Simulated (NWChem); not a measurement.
## ClFSi

```xyz
3

Si    -0.7984    -0.4181     0.0000
F      0.2609    -1.6610     0.0000
Cl     0.5194     1.2237     0.0000
```
Charge 0, spin multiplicity 1.

All runs are NWChem calculations. Structure: optimised with B3LYP/def2-SVP, a minimum by its harmonic frequencies.

Symmetry labels belong to the abelian group Cs used in the runs, with the axes of the coordinates shown.

B3LYP has NWChem's definition, with VWN1-RPA local correlation. The structure started from a generated list of species.

**Question.** List the lowest 4 singlet excitations that TD-B3LYP/aug-cc-pVDZ, VWN1-RPA local correlation gives, with oscillator strengths.

**Answer.** 
| state | symmetry | energy (eV) | wavelength (nm) | f |
|---|---|---|---|---|
| 1 | a" | 4.42 | 281 | 0.055 |
| 2 | a" | 5.25 | 236 | 0.003 |
| 3 | a' | 5.91 | 210 | 0.011 |
| 4 | a' | 6.90 | 180 | 0.157 |
